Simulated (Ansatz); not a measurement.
Nudged elastic band run: CH4LiNSi

The input (input.yaml):

```yaml
crystal:
  periodic: [false, false, false]
  atoms:
    - { symbol: Li, position_ang: [-1.303965, 2.131271, 0.362375] }
    - { symbol: "N", position_ang: [-0.234578, 1.237607, -0.716498] }
    - { symbol: C, position_ang: [-0.193642, 0.232861, 0.163112] }
    - { symbol: Si, position_ang: [0.963998, -1.183954, 0.503577] }
    - { symbol: H, position_ang: [0.394134, 1.08163, -1.513951] }
    - { symbol: H, position_ang: [-0.903973, 0.386084, 1.047075] }
    - { symbol: H, position_ang: [1.298045, -1.677212, -0.903088] }
    - { symbol: H, position_ang: [-0.02002, -2.208287, 1.057408] }
basis:
  gaussian: { orbitals: def2-SVP }
hamiltonian:
  xc: pbe
neb:
  order_check: false
  images: 5
  f_tol: 0.05
  max_iterations: 60
  final_atoms:
    - { symbol: Li, position_ang: [-1.10219276, 2.22996261, 0.44056117] }
    - { symbol: "N", position_ang: [-0.35551015, 1.18042384, -0.7628758] }
    - { symbol: C, position_ang: [-0.16088579, 0.24887477, 0.17525851] }
    - { symbol: Si, position_ang: [0.10730841, -1.59225199, 0.17678811] }
    - { symbol: H, position_ang: [-0.09249069, 0.85022696, -1.6995767] }
    - { symbol: H, position_ang: [-0.43441207, 0.61137459, 1.22556552] }
    - { symbol: H, position_ang: [0.96046111, -1.74301331, 1.43100324] }
    - { symbol: H, position_ang: [1.07772093, -1.78559746, -0.98671406] }
  initial_path:
    images:
      - { positions_ang: [[-1.303965, 2.131271, 0.362375], [-0.234578, 1.237607, -0.716498], [-0.193642, 0.232861, 0.163112], [0.963998, -1.183954, 0.503577], [0.394134, 1.08163, -1.513951], [-0.903973, 0.386084, 1.047075], [1.298045, -1.677212, -0.903088], [-0.02002, -2.208287, 1.057408]] }
      - { positions_ang: [[-1.21316742, 2.26761766, 0.27274164], [-0.32384018, 1.18596391, -0.69897317], [-0.2013454, 0.23902937, 0.2446488], [0.84261502, -1.22960238, 0.45130046], [0.14593579, 0.90838301, -1.51587661], [-0.71341989, 0.50479776, 1.15968163], [1.53537203, -1.57569703, -0.60346766], [-0.07215096, -2.3004923, 0.6899549]] }
      - { positions_ang: [[-1.12236984, 2.40396431, 0.18310828], [-0.41310236, 1.13432082, -0.68144834], [-0.20904879, 0.24519775, 0.32618561], [0.72123204, -1.27525075, 0.39902392], [-0.10226242, 0.73513602, -1.51780221], [-0.52286677, 0.62351151, 1.27228826], [1.77269906, -1.47418205, -0.30384731], [-0.12428193, -2.39269761, 0.3225018]] }
      - { positions_ang: [[-1.03157225, 2.54031097, 0.09347492], [-0.50236454, 1.08267772, -0.66392351], [-0.21675219, 0.25136612, 0.40772241], [0.59984906, -1.32089913, 0.34674738], [-0.35046063, 0.56188904, -1.51972782], [-0.33231366, 0.74222527, 1.3848949], [2.0100261, -1.37266708, -0.00422697], [-0.17641289, -2.48490291, -0.04495131]] }
      - { positions_ang: [[-1.05511242, 2.43686152, 0.20917034], [-0.45341307, 1.11525976, -0.69690761], [-0.19813006, 0.25053567, 0.33023445], [0.43566884, -1.41135008, 0.29009429], [-0.26447065, 0.65800168, -1.57967745], [-0.36634646, 0.69860838, 1.3317851], [1.6601711, -1.49611582, 0.4741831], [0.24163172, -2.2518011, -0.35887222]] }
      - { positions_ang: [[-1.07865259, 2.33341206, 0.32486575], [-0.40446161, 1.1478418, -0.72989171], [-0.17950792, 0.24970522, 0.25274648], [0.27148863, -1.50180104, 0.2334412], [-0.17848067, 0.75411432, -1.63962707], [-0.40037927, 0.65499148, 1.27867531], [1.31031611, -1.61956457, 0.95259317], [0.65967632, -2.01869928, -0.67279314]] }
      - { positions_ang: [[-1.10219276, 2.22996261, 0.44056117], [-0.35551015, 1.18042384, -0.7628758], [-0.16088579, 0.24887477, 0.17525851], [0.10730841, -1.59225199, 0.17678811], [-0.09249069, 0.85022696, -1.6995767], [-0.43441207, 0.61137459, 1.22556552], [0.96046111, -1.74301331, 1.43100324], [1.07772093, -1.78559746, -0.98671406]] }
```

Run as:

```bash
$ ansatz run input.yaml --threads 1 --pin off --max-ram 2048MiB --backend cpu --events-out ev --progress --plain --runs-dir out
```

Output, in part (warnings, iteration lines, the closing report on the highest movable image, with atoms numbered from 0):

```
NEB end point (image 0): max|allowed force component| = 5.005e-3 eV/Å (the criterion of neb.relax_end_points is 1.000e-2)
NEB end point (image 6): max|allowed force component| = 8.975e-3 eV/Å (the criterion of neb.relax_end_points is 1.000e-2)
NEB iter   1: max|band force component| = 1.387e1 eV/Å  barrier→ = 5.3068 eV  barrier← = 5.3068 eV  Δτ_max = 0.1858 Å  (369 SCF iters)
NEB iter   2: max|band force component| = 5.496e0 eV/Å  barrier→ = 1.9217 eV  barrier← = 1.9216 eV  Δτ_max = 0.1827 Å  (206 SCF iters)
NEB iter   3: max|band force component| = 3.027e0 eV/Å  barrier→ = 1.1676 eV  barrier← = 1.1676 eV  Δτ_max = 0.1980 Å  (184 SCF iters)
NEB iter   4: max|band force component| = 1.939e0 eV/Å  barrier→ = 0.8748 eV  barrier← = 0.8748 eV  Δτ_max = 0.2000 Å  (183 SCF iters)
NEB iter   5: max|band force component| = 9.039e-1 eV/Å  barrier→ = 0.7229 eV  barrier← = 0.7229 eV  Δτ_max = 0.1102 Å  (171 SCF iters)
NEB iter   6: max|band force component| = 5.974e-1 eV/Å  barrier→ = 0.6635 eV  barrier← = 0.6634 eV  Δτ_max = 0.0593 Å  (157 SCF iters)
NEB iter   7: max|band force component| = 2.948e-1 eV/Å  barrier→ = 0.6476 eV  barrier← = 0.6476 eV  CI = image 3  Δτ_max = 0.1041 Å  (158 SCF iters)
NEB iter   8: max|band force component| = 2.607e-1 eV/Å  barrier→ = 0.6441 eV  barrier← = 0.6441 eV  CI = image 3  Δτ_max = 0.1095 Å  (156 SCF iters)
NEB iter   9: max|band force component| = 1.593e-1 eV/Å  barrier→ = 0.6403 eV  barrier← = 0.6402 eV  CI = image 3  Δτ_max = 0.0692 Å  (158 SCF iters)
NEB iter  10: max|band force component| = 1.421e-1 eV/Å  barrier→ = 0.6392 eV  barrier← = 0.6392 eV  CI = image 3  Δτ_max = 0.0267 Å  (155 SCF iters)
NEB iter  11: max|band force component| = 5.304e-2 eV/Å  barrier→ = 0.6371 eV  barrier← = 0.6371 eV  CI = image 3  Δτ_max = 0.0109 Å  (158 SCF iters)
NEB iter  12: max|band force component| = 4.385e-2 eV/Å  barrier→ = 0.6372 eV  barrier← = 0.6371 eV  CI = image 3  Δτ_max = 0.0000 Å  (368 SCF iters)
Total energy: -10660.20026057 eV, -391.7551338328 hartree
Atom 0 at    -1.045952     2.302599     0.214562 Å, force    -0.000225     0.000538     0.011140 eV/Å
Atom 1 at    -0.414433     0.897252    -0.700868 Å, force    -0.009388    -0.013862     0.004309 eV/Å
Atom 2 at    -0.122803     0.281069     0.411070 Å, force    -0.027506    -0.009424    -0.022354 eV/Å
Atom 3 at     0.686742    -1.488925     0.810266 Å, force     0.002396     0.011036     0.004090 eV/Å
Atom 4 at    -0.162950     0.317802    -1.518115 Å, force     0.015520     0.006345    -0.003319 eV/Å
Atom 5 at    -0.404756     0.909560     1.336309 Å, force     0.012565     0.016564     0.009320 eV/Å
Atom 6 at     1.744284    -1.145301    -0.286002 Å, force     0.003849    -0.011552    -0.000606 eV/Å
Atom 7 at    -0.280132    -2.074056    -0.267213 Å, force     0.002788     0.000356    -0.002579 eV/Å
Dipole moment:    -0.924848     2.022080    -0.205803 e Å
```

The forces met the threshold. A vibrational analysis at the climbing image gives one clearly imaginary mode, 389i cm⁻¹: a first-order saddle point.

Final band (atoms are numbered from 1 in the order of the input):

```
image  path coordinate (Å)  energy (kcal/mol)  dihedral N2–C3–Si4–H8 (°)
    0                 0.00                0.0                       -150
    1                 0.77                2.6                       -121
    2                 1.53                9.6                        -86
    3                 2.30               14.7                        -46
    4                 3.07                9.6                        -10
    5                 3.83                2.6                         17
    6                 4.60                0.0                         42
```

The run took 2.3 min on 1 thread of Intel(R) Xeon(R) Platinum 8488C (Sapphire Rapids), with other jobs on the host, peak memory 0.16 GiB.
